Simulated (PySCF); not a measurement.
## `C(/C=C(\C#C)[O-])=C\C=O`, [C7H5O2]-, charge -1

Molfile (atoms numbered from 1):
```
C7H5O2
     RDKit          3D

 14 13  0  0  0  0  0  0  0  0999 V2000
    3.1543   -1.8064    0.6603 C   0  0  0  0  0  0  0  0  0  0  0  0
    2.7295   -0.7223    0.3108 C   0  0  0  0  0  0  0  0  0  0  0  0
    2.3051    0.6282   -0.1259 C   0  0  0  0  0  0  0  0  0  0  0  0
    3.1981    1.4386   -0.4057 O   0  0  0  0  0  0  0  0  0  0  0  0
    0.9048    0.8697   -0.1829 C   0  0  0  0  0  0  0  0  0  0  0  0
   -0.0839   -0.0592    0.1383 C   0  0  0  0  0  0  0  0  0  0  0  0
   -1.4608    0.1034    0.1076 C   0  0  0  0  0  0  0  0  0  0  0  0
   -2.3431   -0.9555    0.4705 C   0  0  0  0  0  0  0  0  0  0  0  0
   -3.5708   -0.9483    0.4887 O   0  0  0  0  0  0  0  0  0  0  0  0
    3.5305   -2.7632    0.9686 H   0  0  0  0  0  0  0  0  0  0  0  0
    0.6261    1.8773   -0.5092 H   0  0  0  0  0  0  0  0  0  0  0  0
    0.2716   -1.0507    0.4582 H   0  0  0  0  0  0  0  0  0  0  0  0
   -1.9086    1.0558   -0.1978 H   0  0  0  0  0  0  0  0  0  0  0  0
   -1.7899   -1.8963    0.7702 H   0  0  0  0  0  0  0  0  0  0  0  0
  1  2  3  0
  2  3  1  0
  3  4  1  0
  3  5  2  0
  5  6  1  0
  6  7  2  0
  7  8  1  0
  8  9  2  0
  1 10  1  0
  5 11  1  0
  6 12  1  0
  7 13  1  0
  8 14  1  0
M  CHG  1   4  -1
M  END
```

Method used: quadratic response CAM-B3LYP/aug-cc-pVDZ first hyperpolarisability, Taylor convention, gas phase (PySCF). Geometry: PBE0-D3(BJ)/def2-SVP.

For a gas-phase anion, states above the detachment energy (about 2.6 eV, taken as minus the energy of the highest occupied orbital) lie in the continuum and depend on the basis.

Q: Give β for the processes computed.

A: In au, Taylor convention; the vector part is βᵢ = ⅓ Σⱼ (βᵢⱼⱼ + βⱼᵢⱼ + βⱼⱼᵢ):
| process | λ (nm) | β vector norm | β HRS | depolarisation ratio |
| --- | --- | --- | --- | --- |
| static β(0;0,0) | ∞ | 1155.5 | 574.0 | 3.20 |
| second harmonic β(−2ω;ω,ω) | 1907 | 1361.1 | 669.9 | 3.34 |
| Pockels β(−ω;ω,0) | 1907 | 1217.5 | – | – |
| second harmonic β(−2ω;ω,ω) | 1064 | 2157.0 | 1038.7 | 3.57 |
| Pockels β(−ω;ω,0) | 1064 | 1378.0 | – | – |

Q: Which lowest excitations and polarisabilities go with it?

A: S1 3.76 eV (f = 0.752); S2 3.77 eV (f = 0.002); S3 3.88 eV (f = 0.000); isotropic α 131.7 au static, 133.3 au at 1907 nm, 137.2 au at 1064 nm, 138.7 au at 953.5 nm, 162.0 au at 532 nm.
